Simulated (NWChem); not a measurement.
System: InH, singlet; SMILES [InH]

Here is an NWChem input.

```
start job
memory heap 200 mb stack 700 mb global 900 mb
geometry units angstroms noautosym nocenter noautoz
  In     0.000000     0.000000    -0.020885
  H      0.000000     0.000000    -1.870557
end
basis spherical
  * library def2-tzvp
end
ecp
  In library def2-ecp
end
dft
  xc pbe0
  iterations 150
end
tddft
  cis
  nroots 6
  notriplet
end
task tddft energy
```

Low-valent species are run as closed-shell singlets; no triplet was tried in these runs. Structure relaxed at the PBE0-D3(BJ)/def2-TZVP level. def2 effective core potentials on In; no spin-orbit coupling.

Vertical excitations in the gas phase.

Problem. Give the results of this calculation. (PBE0/def2-TZVP with def2 effective core potentials on In, TDA.) Quantities: basis functions; lowest excitation, singlet (eV); oscillator strength of that lowest state; lowest state with f > 0.02, singlet (eV); oscillator strength of that bright state; orbital gap (eV).

Solution. 
| Property | Value |
|---|---|
| number of basis functions | 56 |
| lowest excitation, singlet (eV) | 2.82 |
| oscillator strength of that lowest state | 0.039 |
| lowest state with f > 0.02, singlet (eV) | 2.82 |
| oscillator strength of that bright state | 0.039 |
| orbital gap (eV) | 3.96 |
